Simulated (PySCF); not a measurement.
This script is equivalent to a calculation on Ge²⁺ (germanium, charge +2).

```python
from pyscf import gto, scf, dft, mp, cc
import basis_set_exchange as bse
txt = bse.get_basis("cc-pVTZ-PP", elements=["Ge"], fmt="nwchem", header=False)
cut = txt.index("\nECP")
mol = gto.M(atom="Ge 0 0 0", charge=2, spin=0, symmetry="D2h",
            basis=gto.basis.parse(txt[:cut]),
            ecp={"Ge": gto.basis.parse_ecp(txt[cut:])})
mf = scf.UHF(mol)
mf.irrep_nelec = {'Ag': (4, 4), 'B1g': (1, 1), 'B2g': (1, 1), 'B3g': (1, 1), 'B1u': (1, 1), 'B2u': (1, 1), 'B3u': (1, 1)}
mf.kernel()
```

Q: What total energy does it give?

A: -292.52030 hartree (calculated).

Q: Which occupied shell lies highest, and where?

A: 4s, at -32.445 eV.

Energies and moments cover only the electrons outside the core potential.
